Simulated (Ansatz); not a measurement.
One change: `O[SiH2][SiH2][SiH2]F` becomes `O[SiH2][SiH2][SiH2]Cl`.

Ansatz, PBE0-D4/def2-TZVP geometries, multiplicity 1. Each molecule was computed in one conformer, which needn't be the lowest.

```json
{"property": "LUMO energy (PBE/def2-TZVPP) / eV", "`O[SiH2][SiH2][SiH2]F`": "-1.78"}
{"property": "HOMO–LUMO gap (B3LYP/def2-TZVPP) / eV", "`O[SiH2][SiH2][SiH2]F`": "6.59"}
{"property": "size of the dipole moment (PBE/def2-TZVPP) / D", "`O[SiH2][SiH2][SiH2]F`": "2.56"}
{"property": "LUMO energy (B3LYP/def2-TZVPP) / eV", "`O[SiH2][SiH2][SiH2]F`": "-1.11"}
{"property": "HOMO–LUMO gap (PBE/def2-TZVPP) / eV", "`O[SiH2][SiH2][SiH2]F`": "5.00"}
{"property": "HOMO energy (PBE/def2-TZVPP) / eV", "`O[SiH2][SiH2][SiH2]F`": "-6.78"}
```

(1) What does the change do to each property? (Estimate.)

## Answers

(1) Computed: 
| property | `O[SiH2][SiH2][SiH2]Cl` | shift |
| --- | --- | --- |
| LUMO energy (PBE/def2-TZVPP) / eV | -1.97 | -0.19 |
| HOMO–LUMO gap (B3LYP/def2-TZVPP) / eV | 6.21 | -0.38 |
| size of the dipole moment (PBE/def2-TZVPP) / D | 1.58 | -0.98 |
| LUMO energy (B3LYP/def2-TZVPP) / eV | -1.33 | -0.22 |
| HOMO–LUMO gap (PBE/def2-TZVPP) / eV | 4.60 | -0.40 |
| HOMO energy (PBE/def2-TZVPP) / eV | -6.57 | 0.21 |

With PBE0 the HOMO rises by 0.17 eV and the LUMO falls by 0.22 eV, so the gap narrows by about 0.39 eV. PBE moves the HOMO by 0.21 eV and ωB97M-V by 0.16 eV. Dipoles are sizes alone; their direction can turn.

B3LYP here is the variant with VWN-RPA as its local correlation; programs differ in this.
